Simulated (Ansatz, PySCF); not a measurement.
Ta(S)(Cl)(NH2)2 (ClH4N2STa), SMILES [NH2][Ta](=[S])([NH2])[Cl], multiplicity 1. Atoms are numbered in the order given.

```xyz
9

Ta    -0.0916    -0.1710     0.0000
S      1.5738    -1.5660     0.0000
Cl     0.5877     2.0723     0.0000
N     -1.1570    -0.5169    -1.6256
H     -0.9310    -1.1804    -2.3642
H     -2.0595    -0.0810    -1.8177
N     -1.1570    -0.5169     1.6256
H     -0.9310    -1.1804     2.3642
H     -2.0595    -0.0810     1.8177
```

The structure is a stationary point at B3LYP-D3(BJ)/def2-SVP. The multiplicity is an assumed one; no other spin state was optimised. The structure was generated by enumeration; whether it is a known compound was not checked. The def2 effective core potentials stand for the cores of Ta; spin–orbit coupling is left out. Other conformers were not sampled.

Two levels are set side by side: PBE-D3(BJ)/def2-SVP (Ansatz, a program for electronic structure) and B3LYP-D3(BJ)/def2-SVP (Ansatz). Each level has its own optimised geometry; the coordinates shown are those of the second. Frequencies come from the Hessian of PySCF at each geometry. Differences are taken from unrounded values.

```tsv
quantity	B3LYP-D3(BJ)
mean bond length (Å)	1.568
bond Ta1–S2 (Å)	2.173
bond Ta1–Cl3 (Å)	2.344
bond Ta1–N4 (Å)	1.974
bond Ta1–N7 (Å)	1.974
bond N4–H5 (Å)	1.018
bond N4–H6 (Å)	1.021
bond N7–H8 (Å)	1.018
bond N7–H9 (Å)	1.021
highest harmonic wavenumber (cm⁻¹)	3620
mean harmonic wavenumber (cm⁻¹)	1100
zero-point energy (kcal/mol)	33.03
```

Task: What does PBE-D3(BJ) give, and how far is it from B3LYP-D3(BJ)? (An estimate is asked for; the answer gives what the named calculation found.)

Result: 
```
quantity                            PBE-D3(BJ)  PBE-D3(BJ) minus B3LYP-D3(BJ)
----------------------------------  ----------  -----------------------------
mean bond length (Å)                     1.572                          0.004
bond Ta1–S2 (Å)                          2.179                          0.007
bond Ta1–Cl3 (Å)                         2.341                         -0.003
bond Ta1–N4 (Å)                          1.976                          0.002
bond Ta1–N7 (Å)                          1.976                          0.002
bond N4–H5 (Å)                           1.025                          0.007
bond N4–H6 (Å)                           1.027                          0.007
bond N7–H8 (Å)                           1.025                          0.007
bond N7–H9 (Å)                           1.027                          0.007
highest harmonic wavenumber (cm⁻¹)        3552                            -68
mean harmonic wavenumber (cm⁻¹)           1073                            -27
zero-point energy (kcal/mol)             32.22                          -0.80
```
